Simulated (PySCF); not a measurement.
## Charge on either side of a bond

Species: C₅H₁₀Se.
Atom-mapped SMILES: `[CH3:1][CH2:2][CH2:3][C:4]([CH3:5])=[Se:6]` (hydrogens: H7, H8, H9 on C1; H10, H11 on C2; H12, H13 on C3; H14, H15, H16 on C5)

Geometry (PBE0-D3(BJ)/def2-SVP, Å), atoms numbered from 1 in this order:
```xyz
16
C5H10Se angstrom
C      2.3076   -0.6600   -0.0609
C      0.9372   -0.2641    0.4627
C      0.1593    0.6142   -0.5275
C     -1.1981    0.9778   -0.0021
C     -2.3015    0.0269   -0.3279
Se    -1.4532    2.4228    0.9835
H      2.9229    0.2273   -0.2778
H      2.2310   -1.2453   -0.9909
H      2.8523   -1.2714    0.6739
H      1.0344    0.2922    1.4090
H      0.3489   -1.1679    0.6957
H      0.0527    0.0691   -1.4826
H      0.7395    1.5286   -0.7214
H     -3.2259    0.2574    0.2146
H     -1.9927   -1.0114   -0.1152
H     -2.5050    0.0676   -1.4131
```

Atomic charges (e) from the PBE0/pcSseg-1 density (PySCF):

| atom | Mulliken | IAO | Hirshfeld | ESP-fitted |
| --- | --- | --- | --- | --- |
| C1 | -0.2750 | -0.4078 | -0.1107 | -0.4453 |
| C2 | -0.2795 | -0.2328 | -0.0592 | +0.0811 |
| C3 | -0.1265 | -0.2631 | -0.0752 | -0.0993 |
| C4 | -0.4136 | -0.0471 | +0.0479 | +0.0238 |
| C5 | -0.1545 | -0.4202 | -0.1185 | -0.2659 |
| Se6 | -0.0384 | -0.0735 | -0.1087 | -0.1732 |
| H7 | +0.1172 | +0.1372 | +0.0418 | +0.1318 |
| H8 | +0.1118 | +0.1333 | +0.0386 | +0.1058 |
| H9 | +0.1244 | +0.1435 | +0.0442 | +0.1225 |
| H10 | +0.1341 | +0.1416 | +0.0330 | +0.0222 |
| H11 | +0.1235 | +0.1260 | +0.0352 | +0.0543 |
| H12 | +0.1186 | +0.1318 | +0.0412 | +0.0892 |
| H13 | +0.1420 | +0.1539 | +0.0388 | +0.0433 |
| H14 | +0.1387 | +0.1634 | +0.0436 | +0.0723 |
| H15 | +0.1317 | +0.1518 | +0.0522 | +0.1076 |
| H16 | +0.1456 | +0.1622 | +0.0562 | +0.1299 |

Q: Cut each of the bonds C1–C2, C2–C3, C4–C3 and C5–C4 in turn and sum the charges on the side of the atom named first.

A: In e; the other side holds the opposite charge:

| bond cut | piece | atoms | Mulliken | IAO | Hirshfeld | ESP-fitted |
| --- | --- | --- | --- | --- | --- | --- |
| C1–C2 | CH3 | 4 | +0.078 | +0.006 | +0.014 | -0.085 |
| C2–C3 | C2H5 | 7 | +0.056 | +0.041 | +0.023 | +0.072 |
| C4–C3 | C2H3Se | 6 | -0.191 | -0.063 | -0.027 | -0.105 |
| C5–C4 | CH3 | 4 | +0.262 | +0.057 | +0.034 | +0.044 |

Extremes among these pieces. Mulliken: lowest C2H3Se at C4, highest CH3 at C5; IAO: lowest C2H3Se at C4, highest CH3 at C5; Hirshfeld: lowest C2H3Se at C4, highest CH3 at C5; ESP-fitted: lowest C2H3Se at C4, highest C2H5 at C2.

Q: Do the schemes agree better on the pieces than on the single atoms at the cuts?

A: The spread between schemes averages 0.151 e for the pieces and 0.365 e for the atoms named first; it is smaller for the piece at 4 of the 4 cuts. On average they agree better on the pieces. The sign differs between schemes (beyond ±0.03 e) for CH3 at C1.

The structure is a single PBE0-D3(BJ)/def2-SVP conformer in the gas phase; no vibrational or solvent corrections. The calculation is non-relativistic, for selenium too.
